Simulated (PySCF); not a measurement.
# Reading the logs of faulty runs: BH6N2Si

Calculated results; nothing here was measured. The program is PySCF 2.14.0, an open-source quantum chemistry code, run on an isolated molecule that a program drew, which may never have been made. The molecule is BH6N2Si (charge 0, doublet), drawn as the SMILES string `BN[SiH]N`.

Each row is a Hartree-Fock (HF) and frozen-core CCSD(T) single point in the cc-pV(D+d)Z basis, meant for a local HF minimum. Run 1 is clean. Each other run has one planted mistake out of seven kinds, and not every kind appears here: one electron removed, one electron added, multiplicity raised by two, geometry at a saddle point, minimal basis STO-3G, one bond length entered in bohr, all coordinates scaled. The reference is restricted for singlets and unrestricted otherwise, and also for a bond in bohr. Adding or removing an electron swaps singlet and doublet. Electrons count all cores. HOMO and LUMO are orbital energies over both spins, the gradient is its largest component, and the lowest frequency (negative if imaginary) is given only where the gradient is small. Bond lengths are over the 9 bonds as drawn. T1 is the CCSD diagnostic: over 0.02 (restricted) or 0.045 (unrestricted) a single reference is doubtful.

Geometry of the clean run:
```xyz
10
BH6N2Si, angstrom
B    -0.6607   -0.5100    1.5610
N    -1.1162   -0.7463    0.2546
Si   -0.1648   -0.9118   -1.2050
N    -0.9097   -2.1337   -2.1643
H     0.5203   -0.4279    1.7733
H    -1.4498   -0.3948    2.4618
H    -2.1121   -0.8100    0.1309
H    -0.1896    0.3170   -2.0438
H    -0.7434   -2.1375   -3.1539
H    -0.9616   -3.0748   -1.8195
```

```
run,electrons,basis functions,<S^2>,HOMO (eV),LUMO (eV),gradient (hartree/bohr),lowest frequency (cm^-1),mean bond (Å),longest bond (Å),T1,HF (hartree),CCSD(T) (hartree),mistake
1,39,95,0.754,-8.37,2.28,1.6e-05,68,1.3092,1.750,0.0156,-426.06522,-426.63337,no fault
2,39,30,0.752,-5.96,6.07,2.8e-02,-,1.3092,1.750,0.0209,-420.97225,-421.18846,minimal basis STO-3G
3,39,95,1.510,-8.95,1.76,2.0e-02,-,1.4084,1.897,0.0519,-425.93146,-426.49227,one bond length entered in bohr
4,39,95,0.753,-7.76,2.98,1.2e-01,-,1.1862,1.586,0.0125,-425.95572,-426.50580,?
```

**Which mistake was planted in run 4, and what did it cost?**

The mean and the longest bond both change by the same factor, 0.906, and the gradient is no longer small. So the mistake is: all coordinates scaled. Subtracting run 1 and multiplying by 627.51 kcal/mol a hartree, the energy moved by 68.7 kcal/mol in HF and 80.1 kcal/mol in CCSD(T).

Cautions from the logs. Run 3: T1 is over the limit, so its CCSD(T) energy is less reliable.
